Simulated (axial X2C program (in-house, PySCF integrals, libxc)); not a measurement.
## Levels of InCl⁻ by electron attachment to InCl (EOM-EA-CCSD)

Calculated with an axial X2C code built on PySCF integrals: two-component X2C with atomic mean-field Coulomb and Gaunt terms, Gaussian nuclei, basis In dyall-acv3z, Cl dyall-av3z with contracted cores.

R = 2.424 Å (near the PBE0 minimum at charge 0 of the determinant lowest at the starting distance; the state shown can have its own minimum elsewhere).

Hartree–Fock spinors of InCl (one of each Kramers pair; a window near the gap, which can cut inner shells):

| ω | occupied | ε (eV) | character |
| --- | --- | --- | --- |
| 3/2 | yes | -27.85 | 100% In d |
| 1/2 | yes | -27.18 | 53% In d, 40% Cl s, 3% In p |
| 1/2 | yes | -13.64 | 66% Cl p, 27% In s, 2% Cl s |
| 1/2 | yes | -11.54 | 89% Cl p, 4% In f, 4% In d |
| 3/2 | yes | -11.46 | 89% Cl p, 4% In f, 4% In d |
| 1/2 | yes | -9.25 | 48% In s, 24% Cl p, 21% In p |
| 1/2 | no | 0.16 | 88% In p, 5% Cl p, 4% In d |
| 3/2 | no | 0.22 | 89% In p, 4% Cl p, 4% In d |
| 1/2 | no | 0.51 | 77% In p, 21% In s |
| 1/2 | no | 0.90 | 68% In s, 22% In p, 6% In d |
| 1/2 | no | 0.95 | 89% In p, 4% In s, 2% In d |
| 3/2 | no | 1.01 | 92% In p, 3% In d, 3% Cl d |

Levels of InCl⁻ obtained by attaching an electron to InCl:

| Ω | binding energy (eV) | above lowest (cm⁻¹) | attached spinor | one-particle weight |
| --- | --- | --- | --- | --- |
| 1/2 | 0.250 | 0 | 85% In pπ | 0.96 |
| 3/2 | 0.161 | 715 | 85% In pπ | 0.96 |
| 1/2 | -0.396 | 5208 | 75% In pσ, 22% In sσ | 0.99 |
| 1/2 | -0.739 | 7979 | 62% In sσ, 16% In pσ, 12% In pπ | 0.99 |
| 1/2 | -0.772 | 8246 | 85% In pπ, 9% In sσ | 0.99 |
| 3/2 | -0.804 | 8501 | 97% In pπ | 0.99 |
| 1/2 | -1.640 | 15243 | 66% In pσ, 20% In dσ | 0.97 |

Problem. What is the splitting of the first π pair in the table, and is it regular or inverted?

Solution. E(3/2) − E(1/2) = 715 − 0 = 715 cm⁻¹ at EOM-EA-CCSD: regular, Ω = 1/2 lower. Splittings at this level can be off by ten to twenty per cent.

Negative binding energies belong to unbound states, resonances or levels that the basis set holds; within some tenths of an eV of zero the sign is not settled.

This point took 11 s on 1 thread of Arm Neoverse V2 (shared host).

Reference electrons by ω block (each with its −ω partner): 1/2: 22, 3/2: 9, 5/2: 2. 10 electrons of InCl correlated (inner shells frozen), 92 natural virtual spinors (a truncated set); levels can be off by some tenths of an eV. Roots sought by Ω: (1/2: 5, 3/2: 4, 5/2: 2, 7/2: 1); rows need 60 % one-particle weight and stop where some Ω has no more roots. Missing are any skipped roots, higher Ω and states of a further excitation; these come out far too high here and may in truth be low or lowest. T1 of the reference 0.011 (Lee–Taylor). Number of frozen shells: In 4 s, 3 p, 2 d; Cl 2 s, 1 p.
